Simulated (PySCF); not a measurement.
Species: C₄H₁₁ClOSi₂.
Numbering: `[SiH3:1][O:2][Si@@H:3]([Cl:4])[CH2:5][CH:6]1[CH2:7][CH2:8]1` (hydrogens: H9, H10, H11 on Si1; H12 on Si3; H13, H14 on C5; H15 on C6; H16, H17 on C7; H18, H19 on C8)

Geometry (PBE0-D3(BJ)/def2-SVP, Å), atoms numbered from 1 in this order:
```xyz
19
C4H11ClOSi2 angstrom
Si     3.818    0.382   -0.900
O      2.417   -0.411   -0.477
Si     1.052   -0.265    0.436
Cl     1.337    1.315    1.764
C     -0.423    0.143   -0.628
C     -1.690    0.311    0.177
C     -3.037    0.099   -0.448
C     -2.514   -0.887    0.555
H      4.535   -0.473   -1.885
H      3.494    1.699   -1.526
H      4.678    0.599    0.299
H      0.880   -1.499    1.243
H     -0.536   -0.665   -1.372
H     -0.187    1.059   -1.198
H     -1.635    1.104    0.931
H     -3.858    0.758   -0.153
H     -3.063   -0.206   -1.499
H     -2.191   -1.867    0.190
H     -2.969   -0.912    1.549
```

Computed with PySCF at CAM-B3LYP/def2-SVPD, non-relativistic, on one gas-phase PBE0-D3(BJ)/def2-SVP geometry that isn't relaxed in the solvent. The solvent is an IEF-PCM continuum (Bondi radii, 1.10 Å for H, scaled by 1.2), and excitations are vertical TDDFT with non-equilibrium linear response and a frozen core. The model holds no explicit solvent molecules, cavitation or dispersion.

Gas-phase singlets (H = HOMO, L = LUMO):

```csv
state,E (eV),λ (nm),f,leading configuration
S1,7.343,169,0.007,H→L 58%
S2,7.610,163,0.007,H→L+1 38%
S3,7.731,160,0.015,H→L+2 48%
S4,7.893,157,0.002,H-3→L 51%
S5,8.038,154,0.006,H-4→L 26%
```

Question: What are the lowest 5 singlets in acetonitrile (ε = 35.69)?

Answer: 
```csv
state,E (eV),λ (nm),f,leading configuration,change by rank (eV)
S1,7.304,170,0.008,H→L 49%,-0.039
S2,7.502,165,0.006,H→L+1 42%,-0.108
S3,7.793,159,0.016,H→L+3 53%,+0.062
S4,7.920,157,0.002,H-3→L 67%,+0.027
S5,8.004,155,0.007,H-4→L 20%,-0.034
```

Question: How do the frontier levels move from gas to acetonitrile?

Answer: 
| orbital | gas (eV) | solvent (eV) | change (eV) | Löwdin shares, gas | Löwdin shares, solvent |
| --- | --- | --- | --- | --- | --- |
| LUMO+2 | 1.48 | 1.60 | +0.12 | Cl4 17 %, Si3 15 %, H12 11 %, H18 11 % | Si1 22 %, Cl4 20 %, Si3 11 %, O2 9 % |
| LUMO+1 | 1.20 | 1.23 | +0.03 | Si1 32 %, Cl4 19 %, Si3 9 %, H11 8 % | Cl4 28 %, Si1 24 %, Si3 10 %, H11 7 % |
| LUMO | 0.89 | 0.97 | +0.08 | Si1 27 %, Si3 16 %, O2 12 %, H10 9 % | Si1 26 %, Si3 17 %, O2 12 %, Cl4 11 % |
| HOMO | -9.16 | -8.97 | +0.19 | C6 18 %, C7 17 %, C5 17 %, Si3 10 % | C6 20 %, C7 18 %, C5 17 %, Si3 10 % |
| HOMO-1 | -9.90 | -9.67 | +0.23 | C8 36 %, C7 19 %, C6 18 %, C5 7 % | C8 36 %, C7 20 %, C6 17 %, C5 7 % |
| HOMO-2 | -10.35 | -10.28 | +0.07 | Cl4 28 %, O2 13 %, C7 10 %, C6 9 % | O2 17 %, Cl4 13 %, Si1 12 %, H10 10 % |
| HOMO-3 | -10.47 | -10.47 | 0.00 | Cl4 30 %, O2 27 %, Si1 14 %, H11 10 % | O2 31 %, Cl4 20 %, Si1 19 %, H9 14 % |

The HOMO–LUMO gap goes from 10.06 to 9.94 eV. Rows go by rank; for HOMO-3, HOMO-2, LUMO+1 and LUMO+2 the atom shares or the degeneracy differ between the runs, so the row needn't follow one orbital.
